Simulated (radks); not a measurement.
In XXX, configuration [Ar] 3d2 (the NIST ground configuration).

Calculated with a radial shooting solver on a logarithmic mesh with Libxc functionals: Dirac Kohn-Sham, PBE, spin-unpolarised, spherical densities, finite nucleus; open shells fill j = l - 1/2 first; Fermi nuclear charge, rms radius 4.6156 fm.

Energy parts (hartree):
total: -5309.77061
kinetic: 5608.53273
electron-nucleus: -11831.30498
Hartree: 1027.09091
exchange-correlation: -114.08927

Orbitals (lengths in bohr, moments of r in powers of bohr; <r^-3> diverges for s and p1/2; r(90%) holds 90 % of the orbital's charge):
orbital,occ.,eigenvalue (hartree),<r^-3>,r(90%),<r^4>
1s1/2,2,-1069.266,-,0.0534,3.719e-06
2s1/2,2,-201.6938,-,0.197,0.0006238
2p1/2,2,-191.7738,-,0.176,0.0004017
2p3/2,4,-183.9318,4069,0.183,0.0004667
3s1/2,2,-70.78196,-,0.469,0.02058
3p1/2,2,-67.03923,-,0.459,0.01868
3p3/2,4,-65.29161,926.1,0.471,0.02065
3d3/2,2,-59.37405,152.7,0.431,0.01413
3d5/2,0,-58.97930,143.3,0.434,0.01457
4s1/2,0,-35.23728,-,0.884,0.2698
4p1/2,0,-33.68842,-,0.888,0.2716
4p3/2,0,-33.08181,324.3,0.904,0.2917

The highest occupied level is 3d3/2 at -1615.7 eV. The density falls to 0.001 e/bohr^3 at r = 0.94 bohr. Summed over all electrons, <r^2> = 1.235 bohr^2, which gives a Langevin (diamagnetic) susceptibility term of -0.978 x 10^-6 cm^3/mol.
